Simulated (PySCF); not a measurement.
Isomers of C8H9B, from PySCF, PBE0-D3(BJ)/def2-SVP geometry optimisation, gas phase. One conformer each, no zero-point energy, no frequencies.

**Question.** Which is lower in electronic energy at this level?
A. `[CH2:1]=[CH:2][B:3]1[CH:4]=[CH:5][CH:6]=[CH:7][CH:8]=[CH:9]1` with C1–C2–B3–C4 11°: A = 3297, B = 1144, C = 850.9 MHz, dipole 1.47 D
B. `[BH2:1][c:2]1[cH:3][cH:4][c:5]([CH:6]=[CH2:7])[cH:8][cH:9]1` with C4–C5–C6–C7 -177°: A = 4961, B = 1021, C = 846.8 MHz, dipole 2.13 D

**Answer.** B. That is `Bc1ccc(C=C)cc1`, 5.9 kcal/mol below the other.

```json
{"SMILES": "Bc1ccc(C=C)cc1", "mapped SMILES": "[BH2:1][c:2]1[cH:3][cH:4][c:5]([CH:6]=[CH2:7])[cH:8][cH:9]1", "E (Eh)": "-334.44606", "relative (kcal/mol)": "0.0", "relative (kJ/mol)": "0.0", "dipole (D)": "2.13"}
{"SMILES": "C=CB1C=CC=CC=C1", "mapped SMILES": "[CH2:1]=[CH:2][B:3]1[CH:4]=[CH:5][CH:6]=[CH:7][CH:8]=[CH:9]1", "E (Eh)": "-334.43667", "relative (kcal/mol)": "5.9", "relative (kJ/mol)": "24.6", "dipole (D)": "1.47"}
```
